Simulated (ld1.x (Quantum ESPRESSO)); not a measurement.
## tantalum (Ta): excitation energies, all-electron against PAW

```
Element                 : Ta
Generator               : ld1.x (Quantum ESPRESSO) 7.5
Type                    : PAW
Functional              : PBE
Relativity              : scalar-relativistic
Frozen core             : [Xe] 4f14
Valence charge          : 5
Reference configuration : 5d3 6s2 6p0
Partial waves           : 6s (bound): rcut 2.25, rcutus 2.80 bohr; 6s channel at 1.49 Ry: rcut 2.25, rcutus 2.80 bohr; 6p (bound, empty): rcut 3.90, rcutus 4.50 bohr; 6p channel at 3.35 Ry: rcut 3.90, rcutus 4.50 bohr; 5d (bound): rcut 2.65, rcutus 3.00 bohr; 5d channel at 4.15 Ry: rcut 2.65, rcutus 3.00 bohr
Local potential         : all-electron potential smoothed inside 2.80 bohr (lloc = -1)
Core correction         : Bessel-smoothed model core inside 2.30 bohr
Augmentation charge     : BESSEL, radius 2.30 bohr
```

Energies are relative to the spin-unpolarised reference configuration 5d3 6s2 6p0; without spin polarisation the order of configurations can differ from experiment.

**Question.** Give the all-electron excitation energy and the error of the potential for: 5d3 6s1 6p0; 5d3 6s0 6p0; 5d2 6s0 6p0; 5d3 6s1.5 6p0; 5d3 6s1 6p1; 5d4 6s0 6p0; 5d3 6s0 6p2.

**Answer.**

```tsv
valence configuration	charge	ΔE all-electron (eV)	error AE − PS (meV)
5d3 6s1 6p0	+1	8.467	-5.8
5d3 6s0 6p0	+2	23.439	-26
5d2 6s0 6p0	+3	47.043	-230
5d3 6s1.5 6p0	+0.5	3.461	-1.7
5d3 6s1 6p1	0	4.178	-3.2
5d4 6s0 6p0	+1	9.901	-41
5d3 6s0 6p2	0	8.595	-11
```

Levels in the configuration 5d3 6s1 6p0:

```csv
level,all-electron (eV),pseudo (eV)
5d,-10.486,-10.492
6s,-11.620,-11.626
```
